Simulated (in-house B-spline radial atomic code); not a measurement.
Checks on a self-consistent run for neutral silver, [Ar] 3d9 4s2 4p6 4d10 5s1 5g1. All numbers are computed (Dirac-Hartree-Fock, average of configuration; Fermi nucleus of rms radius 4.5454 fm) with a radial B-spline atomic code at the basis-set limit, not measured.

```
orbital        q      ε (Eh)      <1/r>        <r²>  small-component weight
  1s1/2        2  -944.78871    49.4356  0.00130794                0.029648
  2s1/2        2  -143.65187    11.4172   0.0213155               0.0062372
  2p1/2        2  -133.19113    11.3591   0.0160068               0.0062145
  2p3/2        4  -126.71336    10.6796   0.0173169               0.0059673
  3s1/2        2   -28.58926    4.03541    0.151418               0.0017931
  3p1/2        2   -24.37147    3.93331    0.147021               0.0017298
  3p3/2        4   -23.17141     3.7711    0.155433               0.0016663
  3d3/2      3.6   -15.94225    3.58148    0.139502               0.0015276
  3d5/2      5.4   -15.70226    3.53948    0.142118               0.0015086
  4s1/2        2    -4.89389    1.52752    0.918004               0.0004407
  4p1/2        2    -3.46987    1.41123     1.05874               0.0003873
  4p3/2        4    -3.26050    1.36232      1.1204              0.00036989
  4d3/2        4    -1.02364     1.0869     1.86568              0.00025634
  4d5/2        6    -0.99582    1.07075     1.92062              0.00025017
  5s1/2        1    -0.52671   0.447894      9.0373              4.4566e-05
  5g7/2  0.44444    -0.02000  0.0400011     824.974              5.3254e-07
  5g9/2  0.55556    -0.02000   0.040001     824.976              5.3254e-07
```

Electron-electron repulsion V_ee = 1969.4979 hartree.

**Question.** What total energy follows from the eigenvalues?

**Answer.** The eigenvalues count the repulsion twice, so E = Σqε - V_ee = -3331.294 - 1969.498 = -5300.792 hartree; the run printed -5300.792.

**Question.** Does the Dirac virial theorem hold?

**Answer.** For a point nucleus E = -2c²Σq·w, with w the small-component weight. Here Σq·w = 0.14113 and c = 137.0360, so the ratio E/(-2c²Σq·w) is 1.000039; the finite nucleus accounts for the departure from 1.

**Question.** What diamagnetic shielding (Lamb formula) and susceptibility (Langevin formula) do the radii give?

**Answer.** σ = (α²/3)Σq<1/r> = 272.757/(3·137.036²) = 4841.6 ppm, and χ = -0.79199×10⁻⁶·Σq<r²> = -684.3×10⁻⁶ cm³/mol with Σq<r²> = 864.07 bohr². Both are non-relativistic formulas without the paramagnetism of open shells.
